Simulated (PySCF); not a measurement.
C5H7F, SMILES C#C[C@H](F)CC.

Geometry optimised at PBE-D3(BJ)/def2-SVP. The structure was generated by enumeration; whether it is a known compound was not checked. Other conformers were not sampled.

Computed with PySCF 2.14.0 with PBE-D3(BJ)/def2-SVP.

Frequencies are harmonic and unscaled.

Problem. Give all harmonic wavenumbers and intensities. (The exact figures need the calculation; the answer reports its results.)

Solution. 
```tsv
mode	ν (cm⁻¹)	IR (km/mol)	moving atoms (share of kinetic energy)
1	103	0.5	C 53 %, H 34 %, F 13 %
2	157	0.7	C 53 %, H 36 %, F 11 %
3	208	1.9	C 57 %, F 26 %, H 18 %
4	224	0.8	H 72 %, F 15 %, C 13 %
5	306	4.4	C 59 %, H 32 %, F 10 %
6	400	1.3	C 56 %, H 25 %, F 19 %
7	534	8.0	C 71 %, F 20 %, H 9 %
8	631	1.3	C 63 %, H 23 %, F 13 %
9	643	40.1	H 76 %, C 22 %
10	689	28.1	H 77 %, C 23 %
11	761	0.4	H 79 %, C 18 %
12	825	5.3	C 75 %, H 21 %
13	934	17.7	C 51 %, H 48 %
14	958	64.2	H 43 %, C 37 %, F 20 %
15	1043	15.3	H 51 %, C 44 %
16	1077	30.6	C 64 %, H 31 %
17	1106	18.9	H 49 %, C 48 %
18	1236	0.9	H 86 %, C 14 %
19	1270	4.2	H 65 %, C 34 %
20	1308	12.4	H 69 %, C 30 %
21	1317	24.5	H 72 %, C 28 %
22	1352	7.8	H 71 %, C 29 %
23	1396	3.6	H 91 %, C 9 %
24	1416	5.0	H 97 %
25	1433	6.9	H 95 %
26	2165	2.8	C 91 %, H 9 %
27	2950	18.0	H 92 %
28	2982	11.6	H 97 %
29	2983	27.9	H 94 %
30	3031	9.8	H 90 %, C 10 %
31	3071	17.1	H 91 %, C 9 %
32	3080	11.4	H 91 %, C 9 %
33	3406	63.4	H 86 %, C 14 %
```
